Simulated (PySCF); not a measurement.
# Energy of Rh (rhodium, neutral) between two integer charges

The 5s alpha orbital of [Kr] 4d8 5s1 is emptied in steps (occupation f), with all orbitals relaxed, ending at [Kr] 4d8. All numbers are calculated (PySCF 2.14, a scalar-relativistic core potential, in aug-cc-pVDZ-PP with ECP28MDF (5s5p4d2f, 54 functions)). The exact energy is a straight line in f; departures are measured from the line between the end points of the same method.

| f | UHF (eV) |
| --- | --- |
| 1 | 0.000 |
| 0.9 | 0.015 |
| 0.7 | 0.033 |
| 0.5 | 0.038 |
| 0.3 | 0.031 |
| 0.1 | 0.013 |
| 0 | 0.000 |

Question: For UHF, how does the orbital energy at f = 1 compare with the removal energy?

Answer: −ε = 6.478 eV against a total-energy difference of 6.314 eV. By Janak's theorem ε = ∂E/∂f, so the gap between them reflects the curvature. Along the path −ε is 6.441 (f = 0.9), 6.372 (f = 0.7), 6.309 (f = 0.5), 6.250 (f = 0.3), 6.196 (f = 0.1) eV.

Reference removal energy between the ground levels: 7.459 eV (measured; NIST Atomic Spectra Database, ionization energies). The calculation has no spin-orbit coupling. UHF lacks correlation.
